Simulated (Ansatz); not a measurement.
Stepwise reaction of `[NH]=[V]([NH2])([Cl])[Cl]` with ammonia, as a gas-phase model of exchange steps in deposition or etching. ΔE in kJ/mol; ΔG adds harmonic PBE0-D4 terms to CCSD(T)/CBS, at 1 bar.

Gas-phase electronic energies from Ansatz, PBE0-D4/def2-TZVP geometries. CCSD(T)/CBS adds triple-zeta CCSD(T) − MP2 to the extrapolated MP2 energy (def2 sets, frozen cores). This one scheme is used for every species. Functionals use def2-TZVPP. B3LYP here is the variant with VWN-RPA as its local correlation; programs differ in this. For V outer-core shells are correlated without core-valence functions, which leaves a few kJ/mol of doubt a bond. Scalar relativity is left out up to krypton. One conformer a species, not always the lowest.

```json
{"step": "1", "reaction": "`[NH]=[V]([NH2])([Cl])[Cl]` + NH₃ → `[NH]=[V]([NH2])([NH2])[Cl]` + HCl", "PBE-D4": "75.5", "B3LYP-D4": "75.1", "ωB97M-V": "73.5", "CCSD(T)/CBS": "73.9", "ΔG(600 K)": "65.1"}
{"step": "2", "reaction": "`[NH]=[V]([NH2])([NH2])[Cl]` + NH₃ → `[NH]=[V]([NH2])([NH2])[NH2]` + HCl", "PBE-D4": "99.2", "B3LYP-D4": "98.9", "ωB97M-V": "97.6", "CCSD(T)/CBS": "96.6", "ΔG(600 K)": "88.0"}
```

Problem. By hand: ΔE of the 2 steps together at CCSD(T)/CBS.

Solution. (73.9) + (96.6) = 170.5 kJ/mol, or 85.2 kJ/mol a step.

In ΔE each step is higher than the one before. All are uphill at CCSD(T)/CBS. ΔG lies between 65.1 and 88.0 kJ/mol a step. PBE-D4 differs from CCSD(T)/CBS by 1.6 to 2.6 kJ/mol a step. Isolated molecules leave out the surface, adducts and barriers. Largest T1 diagnostic: 0.032.
